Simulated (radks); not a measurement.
The numbers below are computed, except where a source is named.
Q: The platinum ion Pt3+, configuration [Xe] 4f14 5d7. Code: a radial shooting solver on a logarithmic mesh with Libxc functionals. Model: Dirac Kohn-Sham, BLYP, spin-unpolarised, spherical densities, point nucleus; open shells are shared between the two j in proportion to 2j + 1. Some entries of the table are withheld. Estimate them.

| orbital | occ. | eigenvalue (Ry) | <r> (bohr) |
|---|---|---|---|
| 1s1/2 | 2 | -5759.193 | 0.01714 |
| 2s1/2 | 2 | -1013.097 | 0.07168 |
| 2p1/2 | 2 | -971.0061 | 0.05906 |
| 2p3/2 | 4 | -843.8722 | 0.06749 |
| 3s1/2 | 2 | -239.9222 | 0.1865 |
| 3p1/2 | 2 | -221.0557 | 0.1768 |
| 3p3/2 | 4 | -193.1093 | 0.1923 |
| 3d3/2 | 4 | (1) | (2) |
| 3d5/2 | 6 | (3) | (4) |
| 4s1/2 | 2 | -53.57830 | 0.4149 |
| 4p1/2 | 2 | -45.57961 | 0.4179 |
| 4p3/2 | 4 | -38.92076 | 0.4518 |
| 4d3/2 | 4 | -25.83345 | (5) |
| 4d5/2 | 6 | -24.59554 | (6) |
| 5s1/2 | 2 | -10.04506 | 0.9493 |
| 4f5/2 | 6 | -7.87562 | 0.5121 |
| 4f7/2 | 8 | -7.62149 | 0.5194 |
| 5p1/2 | 2 | (7) | 1.027 |
| 5p3/2 | 4 | (8) | 1.121 |
| 5d3/2 | 2.8 | -2.91109 | 1.467 |
| 5d5/2 | 4.2 | -2.79064 | 1.513 |

A: 
(1) 3d3/2 eigenvalue (Ry): -161.7386
(2) 3d3/2 <r> (bohr): 0.1676
(3) 3d5/2 eigenvalue (Ry): -155.7159
(4) 3d5/2 <r> (bohr): 0.1723
(5) 4d3/2 <r> (bohr): 0.4617
(6) 4d5/2 <r> (bohr): 0.4730
(7) 5p1/2 eigenvalue (Ry): -7.47935
(8) 5p3/2 eigenvalue (Ry): -6.35740
